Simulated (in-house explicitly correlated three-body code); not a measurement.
Computed with an exponentially correlated three-body code. Model: two electrons around a point charge, non-relativistic, variational in 260 exponentially correlated functions (energies converged to about 1e-7 hartree, or 1e-8 relative for large Z).

Command:
```bash
python run_hyl.py task.json out
```
Settings (lengths in bohr, energies in hartree):
```
Z                      1
screening              1
interaction_strength   1
functions              260
states_tried           1
```

Cost of the run: 4.3 s on 1 thread of Intel(R) Xeon(R) 6975P-C (Granite Rapids) (shared host).

**Ground state only, binding against the one-electron ion.**

Given: nuclear charge 1; Yukawa screening of all interactions 1 1/bohr.

Computed: one-electron threshold -0.01028579 hartree.

```csv
term,energy (hartree),binding (eV)
1 1S,-0.0109516216,0.018118
```

**Converged states only, values per electron or pair (inverse distances are <exp(-kr)/r>).**

| term | mean r (bohr) | mean r squared (bohr²) | mean inverse r (1/bohr) | mean r12 (bohr) | mean inverse r12 (1/bohr) | mean cosine | mean p1 dot p2 (bohr⁻²) | delta r1 (bohr⁻³) | delta r12 (bohr⁻³) |
| --- | --- | --- | --- | --- | --- | --- | --- | --- | --- |
| 1 1S | 11.603 | 296.6 | 0.069793 | 19.774 | 0.0019173 | -0.010602 | 0.00040264 | 0.039184 | 0.00010001 |
